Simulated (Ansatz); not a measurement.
Geometry optimisation, RKS PBE-D4/6-31G* (Ansatz).

input.yaml

```yaml
crystal:
  periodic: [false, false, false]
  atoms:
    - { symbol: B, position_ang: [0.0, 0.0, 0.0] }
    - { symbol: H, position_ang: [0.0, 0.0, 1.54] }
    - { symbol: "N", position_ang: [1.3423, 0.0, -0.775] }
    - { symbol: H, position_ang: [1.8089, -0.9179, -1.0268] }
    - { symbol: H, position_ang: [1.7937, 0.9179, -1.0532] }
    - { symbol: "N", position_ang: [-1.3423, 0.0, -0.775] }
    - { symbol: H, position_ang: [-2.0112, -0.8164, -0.6764] }
    - { symbol: H, position_ang: [-1.5914, 0.8164, -1.4036] }
    - { symbol: Cl, position_ang: [-0.2702, 2.0319, 0.6811] }
    - { symbol: H, position_ang: [-0.1156, 0.8691, 1.6586] }
basis:
  gaussian: { orbitals: "6-31G*" }
hamiltonian:
  xc: pbe
  dispersion: d4
relax:
  f_tol: 0.15
  max_steps: 25
  restrain:
    - { distance: [0, 8], at: 1.86, k: 30.0 }
    - { distance: [9, 1], at: 0.66, k: 30.0 }
    - { distance: [0, 1], at: 2.39, k: 30.0 }
    - { distance: [9, 8], at: 2.57, k: 30.0 }
```

Launched with:

```bash
$ ansatz run input.yaml --threads 1 --pin off --max-ram 2048MiB --backend cpu --events-out ev --progress --plain --runs-dir out
```

**Question.** Where does it end, and by what steps?

**Answer.** The forces met the threshold. The restraints hold the end off the free minimum. After 8 steps the energy has fallen by 4.398 eV (the restraints' own energy left out); H8 moved furthest, 0.98 Å. Parted: Cl9–H10 (1.53 → 2.58 Å).

```json
{"step": "0", "energy less start (eV)": "0.0000", "largest force component (eV/Å)": "3.371", "accepted": "yes"}
{"step": "1", "energy less start (eV)": "-1.1627", "largest force component (eV/Å)": "3.140", "accepted": "yes"}
{"step": "2", "energy less start (eV)": "-2.2166", "largest force component (eV/Å)": "3.967", "accepted": "yes"}
{"step": "3", "energy less start (eV)": "-3.1272", "largest force component (eV/Å)": "1.891", "accepted": "yes"}
{"step": "4", "energy less start (eV)": "-3.6322", "largest force component (eV/Å)": "1.589", "accepted": "yes"}
{"step": "5", "energy less start (eV)": "-3.9851", "largest force component (eV/Å)": "1.477", "accepted": "yes"}
{"step": "6", "energy less start (eV)": "-4.2214", "largest force component (eV/Å)": "1.493", "accepted": "yes"}
{"step": "7", "energy less start (eV)": "-4.3547", "largest force component (eV/Å)": "1.532", "accepted": "yes"}
{"step": "8", "energy less start (eV)": "-4.3977", "largest force component (eV/Å)": "1.555", "accepted": "yes"}
```

```xyz
10
Properties=species:S:1:pos:R:3
B -0.038 0.617 -0.557
H -0.032 0.003 1.764
N 1.234 0.023 -0.732
H 1.376 -0.878 -1.180
H 2.090 0.517 -0.503
N -1.288 0.012 -0.825
H -1.400 -0.945 -1.147
H -2.159 0.514 -0.668
Cl -0.071 2.362 0.032
H -0.098 0.677 1.985
```

Time of the run: 20 s on 1 thread of Arm Neoverse V2, with other jobs on the host, peak memory 0.12 GiB.
